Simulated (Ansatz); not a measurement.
Relaxation of Cl$_{3}$FZr (5 atoms, charge 0, multiplicity 1), to a largest force component of 0.02 eV/Å in at most 40 steps.

Theory: Ansatz, RKS PBE/def2-SVP.

```xyz
5
Properties=species:S:1:pos:R:3:forces:R:3
Zr 0.000 0.000 0.000 -0.02 0.05 -0.01
Cl 0.000 0.000 2.520 -0.01 0.01 -2.14
Cl 2.376 0.000 -0.839 -2.02 0.01 0.71
F -0.933 1.616 -0.659 1.05 -1.83 0.74
Cl -1.187 -2.056 -0.839 0.99 1.75 0.70
```

Question: Where does it end, and by what steps?

Answer: It converged. After 3 steps the energy has fallen by 0.742 eV; Cl3 moved furthest, 0.17 Å.

```
step  energy less start (eV)  largest force component (eV/Å)  accepted
   0                  0.0000                           2.142       yes
   1                 -0.7117                           0.595       yes
   2                 -0.7422                           0.070       yes
   3                 -0.7424                           0.005       yes
```

```xyz
5
Properties=species:S:1:pos:R:3
Zr 0.014 -0.024 0.010
Cl 0.004 -0.007 2.352
Cl 2.219 -0.007 -0.779
F -0.879 1.523 -0.621
Cl -1.102 -1.925 -0.779
```

Whether the end is a true minimum wasn't checked by a vibrational analysis.

Run time: 20 s on 1 thread of Arm Neoverse V1 (shared host), peak memory 0.13 GiB.
